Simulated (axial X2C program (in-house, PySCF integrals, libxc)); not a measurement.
## Photoelectron levels of CaSr by EOM-IP-CCSD

Computed with an axial X2C code built on PySCF integrals: two-component X2C with atomic mean-field Coulomb and Gaunt terms, Gaussian nuclei, basis Sr dyall-cv3z, Ca dyall-cv3z with contracted cores.

R = 4.435 Å (near the PBE0 minimum at charge 0 of the determinant lowest at the starting distance; the state shown can have its own minimum elsewhere).

Vertical ionisation energies of CaSr to the states of CaSr⁺:

| Ω of CaSr⁺ | vertical IE (eV) | above lowest (cm⁻¹) | ionised spinor | one-hole weight |
| --- | --- | --- | --- | --- |
| 1/2 | 4.977 | 0 | 46% Sr sσ, 29% Ca sσ, 13% Ca pσ | 0.95 |
| 1/2 | 6.201 | 9876 | 55% Ca sσ, 36% Sr sσ | 0.77 |

This point took 34 s on 1 thread of Arm Neoverse N1 (shared host).

Reference electrons by ω block (each with its −ω partner): 1/2: 21, 3/2: 7, 5/2: 1. 20 electrons of CaSr correlated (inner shells frozen), 82 natural virtual spinors (a truncated set); levels can be off by some tenths of an eV. Roots sought by Ω: (1/2: 4, 3/2: 3, 5/2: 1); the list ends where they run out and leaves out roots under 60 % one-particle weight. The solver can skip a root, and states that need a further excitation, which the method places far too high, are missing though they may lie low or lowest. T1 of the reference 0.011 (Lee–Taylor). Number of frozen shells: Sr 3 s, 2 p, 1 d; Ca 2 s, 1 p.
